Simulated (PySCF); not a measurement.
## `OC[C@H](F)CC(F)(F)F`: 4 charge schemes on one density

Species: C₄H₆F₄O.
Structure used (GFN2-xTB), in Å, numbered top down from 1:
```xyz
15
C4H6F4O angstrom
O      2.0982    0.8335   -0.2069
C      1.3947    0.1263    0.7760
C      0.3404   -0.8033    0.1566
F      1.0120   -1.7639   -0.5796
C     -0.6069   -0.0600   -0.7896
C     -1.8258    0.4675   -0.0641
F     -2.6515    1.1197   -0.8915
F     -1.5206    1.3199    0.9253
F     -2.5449   -0.5164    0.4998
H      2.5729    0.2015   -0.7618
H      2.0713   -0.4757    1.3964
H      0.9023    0.8697    1.4047
H     -0.2103   -1.3475    0.9327
H     -0.9548   -0.7432   -1.5675
H     -0.0815    0.7799   -1.2523
```

Density: PBE0/pcSseg-1 (PySCF); schemes: Mulliken, IAO, Hirshfeld and ESP-fitted. One conformer (not necessarily the lowest) at the GFN2-xTB geometry, without solvent, vibrations or thermal averaging.

What partial charge does each atom carry?

In e; atoms taken as equivalent share a row and are averaged (×n: the atom named and its like, n in all):

```
    atom              environment  Mulliken     IAO  Hirshfeld  ESP-fitted
      O1           alcohol oxygen    -0.453  -0.542     -0.217      -0.572
      C2   carbinol carbon (C–OH)    +0.086  -0.067     -0.009      +0.050
      C3           sp3 C–F carbon    +0.090  +0.161     +0.057      +0.209
      F4           alkyl fluorine    -0.341  -0.333     -0.114      -0.245
      C5         chain CH2 carbon    -0.286  -0.333     -0.106      -0.311
      C6               CF3 carbon    +0.766  +0.810     +0.265      +0.622
F7/F8/F9  fluorine of a CF3 group    -0.270  -0.285     -0.091      -0.211
     H10        hydroxyl hydrogen    +0.236  +0.355     +0.165      +0.405
     H11       methylene hydrogen    +0.123  +0.134     +0.043      +0.052
     H12       methylene hydrogen    +0.136  +0.163     +0.046      +0.104
     H13         methine hydrogen    +0.121  +0.147     +0.041      +0.049
     H14       methylene hydrogen    +0.167  +0.181     +0.056      +0.140
     H15       methylene hydrogen    +0.164  +0.178     +0.048      +0.131
```

Mean size of the charges over all atoms: IAO 0.284 e, Mulliken 0.252 e, ESP-fitted 0.235 e, Hirshfeld 0.096 e. Each set sums to the total charge, 0, to within 0.001 e. The ESP scheme fits charges at the nuclei, held to the total charge, to the electrostatic potential on points at 1.4 to 2.0 times the van der Waals radii. The Mulliken scheme counts on each atom the diagonal of the density matrix times the overlap matrix over that atom's basis functions.

Lowest charge. All schemes agree: Mulliken O1 (-0.453); IAO O1 (-0.542); Hirshfeld O1 (-0.217); ESP-fitted O1 (-0.572).

Highest charge. All schemes agree: Mulliken C6 (+0.766); IAO C6 (+0.810); Hirshfeld C6 (+0.265); ESP-fitted C6 (+0.622).

Sum the charges by element, for elements with more than one atom.

| element | atoms | Mulliken | IAO | Hirshfeld | ESP-fitted |
| --- | --- | --- | --- | --- | --- |
| C | 4 | +0.656 | +0.571 | +0.206 | +0.570 |
| F | 4 | -1.150 | -1.188 | -0.388 | -0.879 |
| H | 6 | +0.947 | +1.159 | +0.399 | +0.881 |

How closely do the schemes follow one another over all atoms?

Correlation coefficient and root-mean-square difference: Hirshfeld with ESP-fitted 0.99, 0.175 e; IAO with Hirshfeld 0.99, 0.221 e; Mulliken with IAO 0.99, 0.062 e; IAO with ESP-fitted 0.98, 0.083 e; Mulliken with Hirshfeld 0.97, 0.191 e; Mulliken with ESP-fitted 0.96, 0.087 e.

How many electrons does the ESP-fitted scheme count on C5?

Z − q = 6 − (-0.311) = 6.311.

These values come from a run that also computed NMR shieldings. Hardware: one thread of an Arm Neoverse V2, shared host. Cost: 27 s (with the writing of density and orbital grids), 0.82 GiB resident at most.
